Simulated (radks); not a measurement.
Values are calculated unless marked as measured or tabulated.
Task: Level of theory: scalar-relativistic Kohn-Sham, r2SCAN, spin-polarised, spherical densities, finite nucleus; open shells are filled with parallel spins first (spin-orbit coupling, left out, can overturn this in heavy ions); meta-GGA in the generalised Kohn-Sham scheme; Fermi nuclear charge, rms radius of each element as measured or else 0.836 A^(1/3) + 0.57 fm (a radial shooting solver on a logarithmic mesh with Libxc functionals). Each species is in its NIST ground configuration. Rank Hg3+, Au3+, W3+, Hf3+, Ir3+, Pt3+, Lu3+, Os3+, Re3+, Ta3+ by radius at which the density is 0.001 e/bohr^3 (bohr), largest first.

Result: W3+ 3.39, Re3+ 3.38, Ta3+ 3.36, Os3+ 3.35, Ir3+ 3.33, Pt3+ 3.30, Hf3+ 3.26, Au3+ 3.26, Hg3+ 3.22, Lu3+ 3.03.
